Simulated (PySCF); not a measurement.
`C=CCC(/C=N\C)=C\CC`: 4 charge schemes on one density

Species: C₉H₁₅N.
Numbering: `[CH2:1]=[CH:2][CH2:3][C:4](/[CH:5]=[N:6]\[CH3:7])=[CH:8]\[CH2:9][CH3:10]` (hydrogens: H11, H12 on C1; H13 on C2; H14, H15 on C3; H16 on C5; H17, H18, H19 on C7; H20 on C8; H21, H22 on C9; H23, H24, H25 on C10)

Structure used (GFN2-xTB), in Å, numbered top down from 1:
```
atom  x, y, z in Å
C1    -0.1108    3.6724   -0.3660
C2     0.4731    2.4894   -0.3425
C3     0.3252    1.4946    0.7688
C4    -0.3809    0.2611    0.2523
C5    -1.8499    0.3710    0.2898
N6    -2.7293   -0.4586    0.6441
C7    -2.4234   -1.7658    1.1406
C8     0.2301   -0.7965   -0.2820
C9     1.7006   -1.0218   -0.4370
C10    2.1381   -2.2611    0.3462
H11   -0.7314    4.0150    0.4465
H12    0.0116    4.3536   -1.1909
H13    1.0867    2.1621   -1.1720
H14    1.3108    1.2287    1.1558
H15   -0.2572    1.9313    1.5827
H16   -2.2302    1.3461   -0.0104
H17   -1.3896   -1.8915    1.4826
H18   -2.6282   -2.4959    0.3552
H19   -3.1121   -1.9666    1.9631
H20   -0.3789   -1.6015   -0.6741
H21    1.9208   -1.1781   -1.4973
H22    2.2747   -0.1586   -0.1011
H23    1.9372   -2.1265    1.4072
H24    1.5984   -3.1416    0.0036
H25    3.2035   -2.4368    0.2158
```

Density: PBE0/pcSseg-1 (PySCF); schemes: Mulliken, IAO, Hirshfeld and ESP-fitted. One conformer (not necessarily the lowest) at the GFN2-xTB geometry, without solvent, vibrations or thermal averaging.

Task: Atoms with like bonding are taken together and averaged. For which atoms does the sign change between the 4 schemes (beyond +0.03 e in one, beyond −0.03 e in another)?

Result: C4, C7 and C9.

Task: At which atom do the 4 schemes differ most?

Result: At C4: from -0.350 (Mulliken) to +0.198 e (ESP-fitted), 0.548 e apart.

Task: Which atoms carry the highest charge in the Mulliken, IAO, Hirshfeld and ESP-fitted schemes?

Result: The schemes don't all agree: Mulliken C5 (+0.193); IAO H12 (+0.153); Hirshfeld H12 (+0.047); ESP-fitted C5 (+0.297).

Task: What partial charge does each atom carry?

Result: In e; atoms taken as equivalent share a row and are averaged (×n: the atom named and its like, n in all):

| atom | environment | Mulliken | IAO | Hirshfeld | ESP-fitted |
| --- | --- | --- | --- | --- | --- |
| C1 | terminal =CH2 carbon | -0.144 | -0.324 | -0.104 | -0.445 |
| C2 | alkene CH carbon | -0.216 | -0.125 | -0.035 | -0.089 |
| C3 | allylic carbon | -0.122 | -0.268 | -0.069 | -0.317 |
| C4 | fully substituted alkene carbon | -0.350 | -0.042 | -0.003 | +0.198 |
| C5 | imine carbon | +0.193 | +0.009 | +0.030 | +0.297 |
| N6 | imine nitrogen | -0.430 | -0.272 | -0.159 | -0.561 |
| C7 | N-methyl carbon | -0.124 | -0.313 | -0.081 | +0.107 |
| C8 | alkene CH carbon | -0.093 | -0.136 | -0.032 | -0.568 |
| C9 | allylic carbon | -0.205 | -0.256 | -0.064 | +0.241 |
| C10 | methyl carbon | -0.276 | -0.413 | -0.114 | -0.363 |
| H11 | vinylic hydrogen | +0.109 | +0.144 | +0.045 | +0.195 |
| H12 | vinylic hydrogen | +0.117 | +0.153 | +0.047 | +0.178 |
| H13 | vinylic hydrogen | +0.110 | +0.144 | +0.043 | +0.132 |
| H14/H15 | methylene hydrogen | +0.136 | +0.147 | +0.046 | +0.149 |
| H16 | hydrogen on a C=N carbon | +0.111 | +0.142 | +0.035 | +0.019 |
| H17/H18/H19 | methyl hydrogen | +0.116 | +0.141 | +0.039 | +0.033 |
| H20 | vinylic hydrogen | +0.098 | +0.140 | +0.043 | +0.251 |
| H21/H22 | methylene hydrogen | +0.127 | +0.139 | +0.043 | +0.019 |
| H23/H24/H25 | methyl hydrogen | +0.116 | +0.141 | +0.041 | +0.096 |

Mean size of the charges over all atoms: ESP-fitted 0.187 e, IAO 0.172 e, Mulliken 0.157 e, Hirshfeld 0.053 e. Each set sums to the total charge, 0, to within 0.001 e. The Hirshfeld scheme weights the molecular density at each point by an atom's share of the summed free-atom densities. The ESP scheme fits charges at the nuclei, held to the total charge, to the electrostatic potential on points at 1.4 to 2.0 times the van der Waals radii.

Some averages cover members that differ in this geometry: H17/H18/H19, ESP-fitted +0.001 to +0.054; H17/H18/H19, IAO +0.117 to +0.154; H23/H24/H25, ESP-fitted +0.081 to +0.112 e.

Task: Sum the charges by element, for elements with more than one atom.

Result: 
```tsv
element	atoms	Mulliken	IAO	Hirshfeld	ESP-fitted
C	9	-1.338	-1.868	-0.471	-0.938
H	15	+1.768	+2.140	+0.630	+1.499
```

Task: How many electrons does the Hirshfeld scheme count on C1?

Result: Z − q = 6 − (-0.104) = 6.104.

Task: How closely do the schemes follow one another over all atoms?

Result: Correlation coefficient and root-mean-square difference: IAO with Hirshfeld 0.96, 0.135 e; Mulliken with Hirshfeld 0.88, 0.126 e; Mulliken with IAO 0.84, 0.107 e; Hirshfeld with ESP-fitted 0.72, 0.206 e; IAO with ESP-fitted 0.62, 0.196 e; Mulliken with ESP-fitted 0.57, 0.205 e.
